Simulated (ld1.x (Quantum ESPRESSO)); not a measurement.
# Transferability test, TM semilocal potential for indium (In)

```json
{
 "Element": "In",
 "Generator": "ld1.x (Quantum ESPRESSO) 7.5",
 "Type": "norm-conserving Troullier–Martins (semilocal form)",
 "Functional": "LDA (PZ)",
 "Relativity": "scalar-relativistic",
 "Frozen core": "[Kr] 4d10",
 "Valence charge": "3",
 "Reference configuration": "5s1.75 5p1.25",
 "Partial waves": "5p (bound): rc 2.00 bohr; 5d channel at -0.15 Ry: rc 2.00 bohr; 5s (bound): rc 2.00 bohr",
 "Local potential": "the s channel",
 "Core correction": "none"
}
```

Energies are relative to the spin-unpolarised reference configuration 5s1.75 5p1.25; without spin polarisation the order of configurations can differ from experiment. Spin-polarised rows fill each open shell by Hund’s rule, majority spin first.

| valence configuration | charge | ΔE all-electron (eV) | error AE − PS (meV) |
| --- | --- | --- | --- |
| 5s2 5p1 | 0 | -1.456 | +1.5 |
| 5s2 5p0 | +1 | 4.139 | +17 |
| 5s1 5p0 | +2 | 23.800 | +143 |
| 5s0 5p3 | 0 | 10.707 | +89 |
| 5s2 5p0.5 | +0.5 | 0.590 | +4.5 |
| 5s2 5p1.3 | -0.3 | -2.038 | +1.5 |
| 5s1 5p1 | +1 | 10.834 | +28 |
| 5s1.75 5p1.25 (spin-polarised) | 0 | -0.263 | +64 |
| 5s2 5p1 (spin-polarised) | 0 | -1.572 | +19 |

Levels in the configuration 5s2 5p0:

```csv
level,all-electron (eV),pseudo (eV)
5s,-15.308,-15.287
```

Note: ghost state, extra bound levels that the all-electron valence spectrum of the same l lacks: d at -2.16 eV; the semilocal form is local in each channel, so this says nothing of the separable form that plane-wave codes build from it. A true bound ghost makes a file unfit for plane-wave use.
